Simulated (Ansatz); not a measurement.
Molecule: C₄H₉Cl₃Ge, charge 0, multiplicity 1. 
Coordinates optimised at B3LYP-D3(BJ)/def2-TZVP (Ansatz, an electronic-structure program):
```
C
H 1 1.0935
H 1 1.0935 2 106.41
C 1 1.5270 2 109.71 3 -118.62
H 4 1.0919 1 111.86 2 -61.21
H 4 1.0919 5 107.78 1 123.36
C 1 1.5291 2 109.32 3 117.95
H 7 1.0944 1 109.14 2 64.06
H 7 1.0944 8 106.29 1 -117.58
C 7 1.5257 8 109.75 9 -118.62
H 10 1.0910 7 111.28 8 58.23
H 10 1.0923 11 107.80 7 -122.03
H 10 1.0923 11 107.80 12 -115.94
Ge 4 1.9490 5 105.99 6 113.12
Cl 14 2.1562 4 111.79 5 -57.18
Cl 14 2.1582 4 111.22 5 -177.46
Cl 14 2.1582 4 111.22 5 63.10
```
Charge 0, spin multiplicity 1.

Total electronic energies in hartree. Valence correlation only, unless marked. Spin-orbit coupling is left out. Frozen are the shells of the preceding noble gas and the d and f shells that filled before the atom's block. Non-relativistic. CBS(X,Y): correlation extrapolated as X^-3; Hartree-Fock from the larger set. [CCSD(T)-MP2]/basis is that difference in the basis named.

```
level                                                                 program  energy (Eh)
-------------------------------------------------------------  --------------  -----------
HF/def2-QZVPP                                                          Ansatz  -3610.92348
r2SCAN-D4/def2-TZVPD                                           Ansatz + dftd4  -3615.51385
LC-wPBE-D4/def2-TZVPD                                          Ansatz + dftd4  -3614.97985
LC-wPBE/def2-TZVPD                                                     Ansatz  -3614.95876
wB97M-V/def2-TZVPD                                                     Ansatz            …
B2GP-PLYP-D4/def2-TZVPD                                        Ansatz + dftd4  -3614.43752
B2GP-PLYP/def2-TZVPD                                                   Ansatz  -3614.42916
B2PLYP/def2-TZVPD                                                      Ansatz            …
MP2/STO-3G                                                             Ansatz  -3570.83339
MP2/def2-SVP                                                           Ansatz  -3610.98672
MP2/def2-TZVPP                                                         Ansatz  -3612.21264
CCSD/def2-TZVPPD                                                       Ansatz  -3612.31410
CCSD(T)/def2-SVPD                                                      Ansatz  -3611.21410
RI-MP2/CBS(def2-TZVPP,def2-QZVPP)+[CCSD(T)-MP2]/def2-TZVPP             Ansatz   -3612.6434
RI-MP2/CBS(def2-TZVPPD,def2-QZVPPD)+[CCSD(T)-MP2]/def2-TZVPPD          Ansatz   -3612.6411
```

**Question.** Fill in the missing entries.

**Answer.** 
- wB97M-V/def2-TZVPD, energy (Eh): -3615.43500
- B2PLYP/def2-TZVPD, energy (Eh): -3614.74471
